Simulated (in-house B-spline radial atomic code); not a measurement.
A fraction x of an electron is moved 3d → 4d in Mo³⁺, starting from [Kr] 4d3 and keeping the highest spin. All numbers are computed (scalar-relativistic (X2C) HSE06, spin-polarised, spherical fractional occupations; Fermi nucleus of rms radius 4.4091 fm) with an all-electron radial atomic-structure program (B-spline basis), not measured.

Caution: exact exchange at fractional occupations of open shells leaves self-interaction of up to several eV.

```tsv
x	E(x) - E(0) (eV)	3d down level (eV)	4d up level (eV)
0	0.0000	-260.596	-34.257
0.125	28.4012	-262.746	-34.668
0.25	57.0192	-264.887	-35.078
0.375	85.8532	-267.021	-35.488
0.5	114.9021	-269.147	-35.897
0.625	?	?	?
0.75	173.6413	-273.374	-36.715
0.875	?	?	?
1	233.2295	-277.571	-37.531
```

What belongs in the row x = 0.625?

An energy change of 144.1652 eV; 3d down at -271.264 eV, 4d up at -36.306 eV.

What belongs in the row x = 0.875?

An energy change of 203.3298 eV; 3d down at -275.477 eV, 4d up at -37.123 eV.

Check Janak's theorem between x = 0.125 and 0.25.

The slope of the energy is 228.94 eV; the orbital levels give 228.94 eV (ε of the receiving orbital less ε of the emptying one, averaged over the two points).
